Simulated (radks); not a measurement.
Values are calculated unless marked as measured or tabulated.
Q: Coherent X-ray form factor from a spherical all-electron density. Level of theory: non-relativistic Kohn-Sham, PBE, spin-polarised, spherical densities, point nucleus (a radial shooting solver on a logarithmic mesh with Libxc functionals).

sin(theta)/lambda (1/angstrom)  f0 (electrons)
0.05                                    68.943
0.1                                     66.339
0.15                                    63.135
0.2                                     59.794
0.25                                    56.410
0.3                                     53.037
0.4                                     46.670
0.5                                     41.158
0.6                                     36.480
0.8                                     28.988
1                                       23.496
1.25                                    18.996
1.5                                     16.268
2                                       12.750

The species is in the configuration that NIST lists as its ground one. Which atom or ion scatters so?

A: The lutetium ion Lu+, [Xe] 4f14 6s2. Extrapolating in s^2 from the first two rows gives f0(0) = 69.8, near the electron count 70; among species with that count, the fall with angle is slower the higher Z, and the table is that of Z = 71; from so few rows the species is fixed only to a neighbour or two.
